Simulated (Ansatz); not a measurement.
Mulliken charges of CH5AlBNO, SMILES `N[BH][Al]1[CH2][O]1` from ωB97M-V/def2-TZVPP in Ansatz (PBE0-D4/def2-TZVP geometry).

```
atom   x (Å)   y (Å)   z (Å)  charge (e)
  N1  -1.733  -1.681   0.263      -0.180
  B2  -0.397  -1.412   0.509      -0.117
 Al3   0.551   0.401  -0.041       0.346
  C4   1.427   2.066  -0.273      -0.164
  O5   1.146   1.209  -1.439      -0.411
  H6  -2.168  -2.548   0.540       0.144
  H7  -2.367  -1.063  -0.214       0.143
  H8   0.230  -2.259   1.082       0.066
  H9   0.900   3.021  -0.316       0.086
 H10   2.495   2.215  -0.108       0.088
```

Q: By hand: the dipole of these point charges (1 e Å = 4.8032 D).

A: Σ q r = (-0.495, -0.442, 0.597) e Å, of length 0.893 e Å = 4.29 D.

Q: How does the dipole of the full density compare? (Best estimate.)

A: Ansatz gave: (-0.707, -0.562, 0.434) e Å, 4.81 D; the point charges give 0.89 times that, at 17° from its direction.

Point charges leave out the atoms' own dipoles, such as those of lone pairs, and Mulliken's split depends on the basis, so the close match here is no proof of good charges.
